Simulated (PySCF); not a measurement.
Gas-phase reaction: Ge₂H₆ + 2 Si₂H₅ ⇌ 2 H₃SiGeH₃ + 2 SiH₂

Method: PySCF energies plus ideal-gas RRHO corrections (1 bar). † marks an energy on the PBE0/def2-TZVP geometry and frequencies; other levels use their own. MP2 and CCSD(T) freeze the core. 6-31G* has spherical d functions here. Open shells (unrestricted): Si₂H₅ (multiplicity 2); the rest are closed-shell singlets. B3LYP is the form with VWN-RPA correlation. Ge: all electrons, no relativistic terms. Si₂H₅: computed as isolated molecules; such fragments, hydroxides, amides, oligomers or adducts are transient or little studied in the gas. MP2 isn't extrapolated to the basis-set limit; its ΔH°(298 K) is 177.6 kJ in def2-SVP and 177.7 kJ in def2-TZVPP. CCSD(T) isn't extrapolated to the basis-set limit; its ΔH°(298 K) is 146.1 kJ in def2-SVP and 151.5 kJ in def2-TZVPP. The harmonic model lacks anharmonicity and excited electronic states, which grow with temperature; levels with a mode under 35 cm⁻¹ are left out. Internal rotation in Ge₂H₆, Si₂H₅, H₃SiGeH₃ is treated as a harmonic vibration of one conformer, which makes the entropy rough.

ΔH° and ΔS° at 298 K: B3LYP/6-31G* 152 kJ, 116 J/K; BLYP/def2-TZVP† 140 kJ, 116 J/K; CCSD(T)/def2-TZVPP† 151 kJ, 116 J/K; HF/6-31G* 185 kJ, 119 J/K; HF/def2-TZVP† 197 kJ, 116 J/K; MP2/def2-SVP† 178 kJ, 116 J/K.

Q: With the heat capacities included, give log10 K (1 bar) at 500, 800, 1600, 1800, 2500 K from B3LYP/6-31G*, BLYP/def2-TZVP†, CCSD(T)/def2-TZVPP†, HF/6-31G*, HF/def2-TZVP†, MP2/def2-SVP†.

A: 
```json
[
 {"T (K)": "500", "B3LYP/6-31G*": "-9.9", "BLYP/def2-TZVP†": "-8.5", "CCSD(T)/def2-TZVPP†": "-9.8", "HF/6-31G*": "-13.1", "HF/def2-TZVP†": "-14.5", "MP2/def2-SVP†": "-12.5"},
 {"T (K)": "800", "B3LYP/6-31G*": "-4.0", "BLYP/def2-TZVP†": "-3.2", "CCSD(T)/def2-TZVPP†": "-4.0", "HF/6-31G*": "-6.0", "HF/def2-TZVP†": "-6.9", "MP2/def2-SVP†": "-5.7"},
 {"T (K)": "1600", "B3LYP/6-31G*": "0.6", "BLYP/def2-TZVP†": "1.1", "CCSD(T)/def2-TZVPP†": "0.7", "HF/6-31G*": "-0.2", "HF/def2-TZVP†": "-0.8", "MP2/def2-SVP†": "-0.2"},
 {"T (K)": "1800", "B3LYP/6-31G*": "1.1", "BLYP/def2-TZVP†": "1.5", "CCSD(T)/def2-TZVPP†": "1.2", "HF/6-31G*": "0.4", "HF/def2-TZVP†": "-0.2", "MP2/def2-SVP†": "0.4"},
 {"T (K)": "2500", "B3LYP/6-31G*": "2.2", "BLYP/def2-TZVP†": "2.4", "CCSD(T)/def2-TZVPP†": "2.2", "HF/6-31G*": "1.7", "HF/def2-TZVP†": "1.2", "MP2/def2-SVP†": "1.6"}
]
```
